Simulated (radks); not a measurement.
Values are calculated unless marked as measured or tabulated.
All-electron atom: Hg II in [Xe] 4f14 5d10 6s1.

Code: a radial shooting solver on a logarithmic mesh with Libxc functionals. Model: Dirac Kohn-Sham, PBE, spin-unpolarised, spherical densities, point nucleus.

Energy parts (hartree):
| part | energy |
|---|---|
| total | -19661.7610 |
| kinetic | 22694.1532 |
| electron-nucleus | -49590.9164 |
| Hartree | 7608.4912 |
| exchange-correlation | -373.4890 |

Orbitals (lengths in bohr, moments of r in powers of bohr):
\begin{tabular}{lrrrr}
orbital & occ. & eigenvalue (hartree) & <1/r> & small-component weight \\ \hline
1s1/2 & 2 & -3052.300 & 97.68 & 9.27e-02 \\
2s1/2 & 2 & -540.7761 & 24.05 & 2.13e-02 \\
2p1/2 & 2 & -518.7582 & 23.99 & 2.14e-02 \\
2p3/2 & 4 & -447.1672 & 19.41 & 1.89e-02 \\
3s1/2 & 2 & -128.5647 & 8.822 & 7.12e-03 \\
3p1/2 & 2 & -118.6706 & 8.730 & 7.06e-03 \\
3p3/2 & 4 & -102.8127 & 7.537 & 6.36e-03 \\
3d3/2 & 4 & -86.47586 & 7.435 & 6.24e-03 \\
3d5/2 & 6 & -83.07897 & 7.165 & 6.05e-03 \\
4s1/2 & 2 & -28.52557 & 3.736 & 2.43e-03 \\
4p1/2 & 2 & -24.28691 & 3.625 & 2.33e-03 \\
4p3/2 & 4 & -20.45800 & 3.212 & 2.06e-03 \\
4d3/2 & 4 & -13.54261 & 3.011 & 1.86e-03 \\
4d5/2 & 6 & -12.82895 & 2.916 & 1.79e-03 \\
5s1/2 & 2 & -4.66524 & 1.523 & 6.22e-04 \\
4f5/2 & 6 & -3.93131 & 2.553 & 1.42e-03 \\
4f7/2 & 8 & -3.77725 & 2.516 & 1.39e-03 \\
5p1/2 & 2 & -3.26910 & 1.396 & 5.36e-04 \\
5p3/2 & 4 & -2.59856 & 1.243 & 4.50e-04 \\
5d3/2 & 4 & -0.73454 & 0.9199 & 2.56e-04 \\
5d5/2 & 6 & -0.66571 & 0.8808 & 2.36e-04 \\
6s1/2 & 1 & -0.54093 & 0.5074 & 8.04e-05 \\
\end{tabular}

The highest occupied level is 6s1/2 at -14.719 eV. For comparison, the ionisation energy in NIST's Atomic Spectra Database is 18.757 eV (measured). In exact Kohn-Sham theory the highest level is minus the ionisation energy, but local and semilocal functionals leave it too shallow, through self-interaction and a potential that decays too fast; potentials with the right tail come closer. The density falls to 0.001 e/bohr^3 at r = 3.90 bohr.

Beside tabulated values, note that spin-unpolarised runs miss the spin-polarisation part of the exchange energy of open shells.
